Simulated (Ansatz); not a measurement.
Computed with Ansatz on PBE0-D4/def2-TZVP structures; ΔE is electronic, products minus reactants. CBS: MP2 limit from def2 TZ/QZ plus the TZ coupled-cluster correction, frozen cores. This one scheme is used for every species. Functionals use def2-TZVPP. def2 core potentials past Kr. For Se, Sn outer-core shells are correlated without core-valence functions, which leaves a few kJ/mol of doubt a bond. Scalar relativity is left out up to krypton. Each species was taken in one conformer, which may not be the lowest.

Reaction (formal exchange of groups at the Se–C bond): `C=C=C[SeH]` + `[SH][SnH3]` → `[SH][SnH2][SeH]` + `C=C=C`

`C=C=C[SeH]`:

```xyz
8

C     0.509    1.210    1.217
C     0.151    0.206    0.472
C    -0.193   -0.793   -0.281
Se   -0.011   -0.726   -2.182
H    -0.213    1.954    1.540
H     1.538    1.333    1.541
H    -0.518   -1.737    0.141
H    -1.263   -1.448   -2.449
```

`[SH][SnH3]`:

```xyz
6

S    -0.059    1.059   -1.530
Sn   -0.147   -0.120    0.564
H     0.740    0.151   -2.114
H     1.429   -0.274    1.196
H    -0.836   -1.662    0.321
H    -1.126    0.846    1.564
```

`[SH][SnH2][SeH]`:

```xyz
7

S    -2.190   -0.536    0.101
Sn   -0.086    0.597    0.338
Se    1.404    0.146   -1.658
H    -1.618   -1.745   -0.025
H    -0.490    2.249    0.383
H     0.737    0.050    1.727
H     2.244   -0.761   -0.865
```

`C=C=C`:

```xyz
7

C    -1.233    0.407    0.044
C     0.000    0.000    0.000
C     1.233   -0.407   -0.044
H    -2.052   -0.296    0.153
H    -1.479    1.461   -0.026
H     1.708   -0.658   -0.987
H     1.824   -0.508    0.860
```

| level | ΔE (kJ/mol) | difference from CCSD(T)/CBS |
| --- | --- | --- |
| r2SCAN-D4 | -126.0 | 5.7 |
| r2SCANh-D4 | -127.1 | 4.6 |
| r2SCAN0-D4 | -128.6 | 3.1 |
| CAM-B3LYP-D4 | -122.9 | 8.8 |
| ωB97X-V | -122.4 | 9.3 |
| r2SCAN | -125.9 | 5.8 |
| r2SCAN0 | -128.5 | 3.2 |
| RPA@PBE/def2-TZVPP | -110.9 | 20.8 |
| SCS-MP2/def2-QZVPP | -125.9 | 5.8 |
| HF/CBS(def2) | -133.0 | -1.3 |
| CCSD(T)/CBS | -131.7 | 0 |

Question: What do rigid-rotor, harmonic-oscillator terms from PBE0-D4/def2-TZVP frequencies (298.15 K, 1 bar) make of the CCSD(T)/CBS value? (An estimate is asked.)

Answer: Computed: ΔZPE = +7.2 kJ/mol, ΔH = -123.1 kJ/mol, ΔS = -3 J/(mol·K), ΔG = -122.3 kJ/mol. Modes under 50 cm⁻¹ make the entropy rough.

Largest T1 diagnostic among the species: 0.012.

From PBE to PBE0 (25 % exact exchange), in def2-TZVPP and without D4, ΔE moves by −3.9 kJ/mol. At CCSD(T), def2-SVP lies +9.2 kJ/mol from the extrapolated value and def2-TZVPP +13.7 kJ/mol. In def2-TZVPP, CCSD(T) changes the Hartree–Fock value by +14.7 kJ/mol (the triples alone add +1.8 kJ/mol) and MP2 by +11.8 kJ/mol.
